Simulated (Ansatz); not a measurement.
GeH19N3Si6, SMILES `[SiH3][N]([SiH3])[GeH]([N]([SiH3])[SiH3])[N]([SiH3])[SiH3]` at its PBE0-D4/def2-TZVP geometry, where that method's forces vanish. The species carries charge 0 and has multiplicity 1.

```xyz
29

Si   -1.0677   -2.2287   -0.9509
N    -1.3522   -1.0207    0.2645
Si   -2.5418   -1.2867    1.4996
Ge   -0.5435    0.6226    0.1096
N     0.8135    0.6765    1.3483
Si    1.2449   -0.7732    2.2027
Si    1.5120    2.1992    1.8007
N     0.2389    0.6861   -1.5525
Si    1.9649    0.5445   -1.6878
Si   -0.7158    1.0898   -2.9442
H     0.3769   -2.5362   -1.0991
H    -1.7897   -3.4503   -0.5020
H    -1.6035   -1.8270   -2.2788
H    -2.5349   -0.0928    2.3878
H    -3.9040   -1.4476    0.9221
H    -2.2296   -2.4997    2.2971
H    -1.5424    1.7688    0.3113
H     2.4137   -0.4232    3.0552
H     1.6204   -1.8707    1.2766
H     0.1475   -1.2539    3.0838
H     2.9922    2.1691    1.6858
H     1.1615    2.5685    3.1992
H     0.9632    3.2312    0.8796
H     2.4665   -0.7156   -1.0848
H     2.2711    0.5518   -3.1444
H     2.6742    1.6869   -1.0524
H    -0.5497    0.0831   -4.0232
H    -2.1393    1.1244   -2.5121
H    -0.3476    2.4238   -3.4918
```

**Question.** What forces (eV/Å) does r2SCAN-D4/def2-TZVPP give on these atoms in the Gaussian-basis code of Ansatz? (An estimate is asked.)

**Answer.** Ansatz gave: 
```
Si1 -0.002 -0.078 -0.060
N2  -0.007 -0.037  0.004
Si3 -0.072 -0.011  0.075
Ge4 -0.101  0.116  0.020
N5   0.032 -0.004  0.018
Si6  0.034 -0.068  0.063
Si7  0.039  0.093  0.026
N8   0.018 -0.009 -0.031
Si9  0.094  0.000 -0.028
Si10-0.061  0.027 -0.080
H11 -0.029  0.001 -0.009
H12  0.019  0.023 -0.014
H13  0.012 -0.017  0.023
H14 -0.004 -0.029 -0.013
H15  0.023  0.002  0.014
H16 -0.016  0.027 -0.015
H17  0.027 -0.032 -0.005
H18 -0.024 -0.014 -0.018
H19 -0.009  0.012  0.027
H20  0.027  0.004 -0.014
H21 -0.033  0.008  0.008
H22  0.009 -0.003 -0.025
H23  0.017 -0.017  0.021
H24  0.003  0.028 -0.011
H25 -0.001 -0.002  0.033
H26 -0.006 -0.025 -0.017
H27 -0.007  0.029  0.018
H28  0.028 -0.002 -0.016
H29 -0.009 -0.025  0.006
```
